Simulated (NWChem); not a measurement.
Molecule: BeGeH4S; SMILES [SH][Be][GeH3]

Computed with NWChem. The geometry was optimised at PBE0/def2-SVP. Gas phase, vertical. One conformer.

PBE0/def2-SVPD, TDA puts singlet state 4 at 6.05 eV with oscillator strength 0.122.

### Question
Give the wavelength, the transition dipole and the radiative lifetime of that state in vacuum.

### Answer

1. λ = 1239.84/6.05 = 205 nm, or 48800 cm⁻¹.
2. f = (2/3) ΔE μ² in atomic units, so μ = √(1.5 f/ΔE) = 0.91 a.u. = 2.31 D.
3. τ = 1.499 s cm⁻² / (f ν²) = 5.2 ns, for a non-degenerate state that emits at the vertical energy; a higher state like this one mostly decays faster by other paths.
